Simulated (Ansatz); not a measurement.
```yaml
crystal:
  periodic: [true, true, true]
  atoms:
    - {symbol: C, position_ang: [-1.822874, -0.456526, 0.006345]}
    - {symbol: Si, position_ang: [-0.092258, -1.150591, -0.167639]}
    - {symbol: C, position_ang: [1.172067, 0.002156, 0.590174]}
    - {symbol: Al, position_ang: [1.284757, 1.738476, -0.250213]}
    - {symbol: F, position_ang: [2.479624, 1.996187, -1.362909]}
    - {symbol: H, position_ang: [-1.924718, 0.507763, -0.499264]}
    - {symbol: H, position_ang: [-2.559459, -1.137975, -0.425366]}
    - {symbol: H, position_ang: [-2.078314, -0.309068, 1.058851]}
    - {symbol: H, position_ang: [0.220051, -1.333859, -1.615327]}
    - {symbol: H, position_ang: [-0.036134, -2.496322, 0.471439]}
    - {symbol: H, position_ang: [0.911335, 0.132097, 1.647922]}
    - {symbol: H, position_ang: [2.155429, -0.478731, 0.542184]}
    - {symbol: H, position_ang: [0.310896, 2.951596, 0.018702]}
basis:
  gaussian: {orbitals: def2-SVP, nuclear_model: gaussian}
hamiltonian: {xc: {name: SPW92}, pseudopotentials: {relativity: none}}
```

```sh
$ ansatz run in.yaml --threads 4 --pin off --events-out ev --progress --plain --max-ram 10444MiB
```

How does Ansatz answer? (Best estimate.)

Computed: The input was rejected before any iteration.
```
Error: YAML parse error: error: line 2 column 3: crystal: missing field `lattice` (a structure is typed as `lattice` and `atoms`, a molecule's as `atoms` in Å alone, or read from a run's directory, `checkpoint`)
 --> <input>:2:3
1 | crystal:
2 |   periodic: [true, true, true]
3 |   atoms:
4 |     - {symbol: C, position_ang: [-1.822874, -0.456526, 0.006345]}
```
